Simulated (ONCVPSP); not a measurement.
**holmium: variants of one ONCV potential**

Base potential:

* Element: holmium (Ho)
* Generator: ONCVPSP 4.0.1
* Type: optimised norm-conserving Vanderbilt (ONCV)
* Functional: PBE
* Relativity: scalar-relativistic
* Frozen core: [Kr] 4d10 4f10
* Valence charge: 11
* Reference configuration: 5s2 5p6 5d1 (charge +2)
* Partial waves: 5s: rc 1.20 bohr, ncon 5, nbas 9, qcut 5 1/bohr, 3 projectors, debl 3 Ha; 5p: rc 2.25 bohr, ncon 3, nbas 6, qcut 7.6 1/bohr, 2 projectors, debl 3 Ha; 5d: rc 3.05 bohr, ncon 4, nbas 8, qcut 4.7 1/bohr, 2 projectors, debl 3.2 Ha; f scattering state at 0.27 Ha: rc 2.70 bohr, ncon 4, nbas 7, qcut 4.5 1/bohr, 1 projector
* Local potential: polynomial inside 1.15 bohr (lpopt 5, dvloc0 2 Ha)
* Core correction: polynomial model core, fcfact 0.65

All-electron outer shells of the reference configuration (PBE, scalar-relativistic, ld1.x):

```csv
shell,level (eV),outermost node (bohr),outermost maximum (bohr)
5p,-43.29,0.66,1.28
4f,-23.54,–,0.52
5d,-15.16,0.74,1.81
```

Cutoffs, loose and tight: the cutoffs (Ha) at which the residual kinetic energy of the hardest occupied pseudo-wave falls to 1 and 0.1 mHa per electron. They do not see the model core or the augmentation charge, which bear on the density cutoff. Test errors are all-electron minus pseudo excitation energies from the reference, over the configurations 5s2 5p6 5d1 6s2; 5s2 5p6 5d1 6s1; 5s2 5p6 5d0; 5s2 5p6 5d2. A dash means not determined; rows that change the core or the reference have their own tests.

A true bound ghost makes a file unfit for plane-wave use even where its test errors are small: the radial tests pick states by their node count and pass the ghost by.

```tsv
change	outcome	cutoff, loose	cutoff, tight	bound ghosts	GHOST(+) flags above zero	largest test error (meV)
base	generated	68 Ha	125 Ha	s	s	-35
p: qcut 4.7	generated	68 Ha	125 Ha	s	s	-34
p: qcut 5.3	generated	68 Ha	125 Ha	s	s	-34
p: qcut 6.3	generated	68 Ha	125 Ha	s	s	-34
p: qcut 6.9	generated	68 Ha	125 Ha	s	s, p	-35
p: qcut 8.2	generated	68 Ha	125 Ha	s	s	-35
p: qcut 8.7	generated	68 Ha	125 Ha	s	s	-35
p: qcut 9.6	generated	68 Ha	125 Ha	s	s	-35
p: qcut 10.3	generated	68 Ha	125 Ha	s	s	-35
p: qcut 11.6	generated	68 Ha	125 Ha	s	s	-35
```

Reading the sweep of the qcut of the p channel (base included, trends over the rows without a ghost): Bound ghosts are found at 4.7, 5.3, 6.3, 6.9, 7.6, 8.2, 8.7, 9.6, 10.3, 11.6 1/bohr. Every judged row has one, so this setting neither creates nor removes them.
